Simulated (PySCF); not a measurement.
Computed properties of BeH₂SSe, SMILES [SH][Be][SeH]

Be(SH)(SeH) (BeH2SSe), SMILES [Be]([SH])[SeH]. Geometry optimised at B3LYP-D3(BJ)/def2-TZVP. Other conformers were not sampled. All values are computed for the isolated molecule unless a solvent is named; none is compared with measurement here.

**Structure.** All 9 harmonic modes at B3LYP-D3(BJ)/def2-TZVP (PySCF) are real, so it is a minimum. With heavy atoms numbered as in [Be:1]([SH:2])[SeH:4], the shortest bond between them is Be1–S2 at 1.900 Å and the longest Be1–Se4 at 2.034 Å.

**Vibrations.** The strongest infrared lines (harmonic, unscaled, degenerate partners summed) lie at 977 cm⁻¹ (264 km/mol, Be 90 %, S 8 %), 187 cm⁻¹ (20 km/mol, Be 78 %, H 15 %), 185 cm⁻¹ (20 km/mol, Be 78 %, H 13 %). The softest mode is at 185 cm⁻¹ and the zero-point energy is 11.6 kcal/mol.

**Electronic structure.** HF/def2-TZVPD (PySCF) places the frontier levels at -9.90 and 0.93 eV, a gap of 10.83 eV, and gives a dipole moment of 0.94 D and a mean polarisability of 63.5 bohr³.

**Excitations.** TDDFT-ωB97X/def2-SVPD (PySCF) has S1 at 5.39 eV (230 nm, f = 0.004, weak); the most intense of the 10 singlets computed lies at 6.28 eV (f = 0.13). T1 (TDA) is at 5.08 eV. No vertical singlet excitation falls in the visible range (under 3.1 eV).

**NMR.** GIAO shifts at PBE0/pcSseg-2 (PySCF) (non-relativistic, atoms alike by connectivity averaged): ¹H at 0.9 ppm against TMS.
